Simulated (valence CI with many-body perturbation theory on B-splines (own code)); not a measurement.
# Basis-set convergence for Sr6+

Computed by relativistic CI+MBPT: four valence electrons over a frozen Dirac-Fock core [Ar] 3d10, radial functions for each j: 9 s, 9 p, 8 d, 6 f, 3 g, 1 h, with the one-electron correlation potential Σ1 (screened to all orders), the two-electron term Σ2, the three-electron term Σ3, Breit, model QED; selected single and double excitations, second order for the rest, scaled by the run's own slope (own B-spline code, finite nucleus).

Against 13 measured levels this calculation errs by 112 cm⁻¹ on average and by 275 at most. These come from a selection out of Sansonetti, J. Phys. Chem. Ref. Data 41, 013102 (2012). Levels without a partner in it may be off by more.

The reference run has the lowest level 4s2 4p2 3P_0 and an ionisation energy of 105.024 eV. Its largest variational space holds 20013 state functions.

Names give the largest LS component (configuration and term), which can be under half, so a name can repeat, a term be missing and a line seem to break the LS rules; names also repeat where a configuration has a term twice.

Changed runs:
A. basis 6 s, 6 p, 5 d, 3 f, 1 g
B. basis 5 s, 5 p, 4 d, 2 f

Excitation energies of the reference run in cm⁻¹, and shifts in cm⁻¹:

| Level | Reference | A | B |
| --- | --- | --- | --- |
| 4s2 4p2 3P_1 | 6832 | -11 | -37 |
| 4s2 4p2 3P_2 | 12542 | +4.1 | +23 |
| 4s2 4p2 1D_2 | 28413 | +75 | +297 |
| 4s2 4p2 1S_0 | 51826 | +136 | +526 |
| 4s 4p3 5S°_2 | 129003 | -185 | -581 |
| 4s 4p3 3D°_1 | 167643 | -11 | +37 |
| 4s 4p3 3D°_2 | 167815 | -11 | +38 |
| 4s 4p3 3D°_3 | 170256 | -14 | +24 |
| 4s 4p3 3P°_0 | 190340 | +52 | +277 |
| 4s 4p3 3P°_1 | 191125 | +48 | +262 |
| 4s 4p3 3P°_2 | 192093 | +41 | +233 |
| 4s 4p3 1D°_2 | 212885 | +36 | +171 |
| Ionisation energy (eV) | 105.024 | -0.018 | -0.055 |
